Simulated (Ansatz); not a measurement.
# Abstraction of F: C2HF3Sn + SiH(CH3)F → C2HF2Sn + SiH(CH3)F2

Species: C2HF3Sn `C#[C][Sn]([F])([F])[F]`, singlet; SiH(CH3)F, doublet; C2HF2Sn `C#[C][Sn]([F])[F]`, doublet; SiH(CH3)F2, singlet. A radical takes F: the energy is the difference in strength between the Sn–F bond broken and the Si–F bond made.

Shapes, held fixed at every level: PBE0-D4/def2-TZVP. Programs: Ansatz 0.2.0. The zero-point and thermal change to 298 K, harmonic and unscaled (PBE0-D4/def2-TZVP), is +3.5 kJ/mol.

```
              level                    kind  ΔH(298 K) (kJ/mol)  less CCSD(T)/def2-TZVPP
       MP2/def2-SVP     perturbation theory              -179.5                    +17.7
        HF/def2-SVP            Hartree–Fock              -193.6                     +3.6
BHLYP-D4/def2-TZVPP           global hybrid              -207.2                    -10.0
 PBE0-D4/def2-TZVPP           global hybrid              -195.8                     +1.4
 wB97X-V/def2-TZVPP  range-separated hybrid              -195.0                     +2.2
  B2PLYP/def2-TZVPP           double hybrid              -203.2                     -6.0
 CCSD(T)/def2-TZVPP   coupled cluster or CI              -197.2                      0.0
```

The highest level, CCSD(T)/def2-TZVPP, gives ΔH(298 K) = -197.2 kJ/mol; the levels span -207.2 to -179.5. The column of differences is taken from that level and isn't an error. No measured value is set beside it here. Open shells run unrestricted. For atoms past krypton def2 sets carry core potentials with scalar relativity. Outer-core shells of Sn are correlated in most correlated rows, in sets that cover them unevenly.
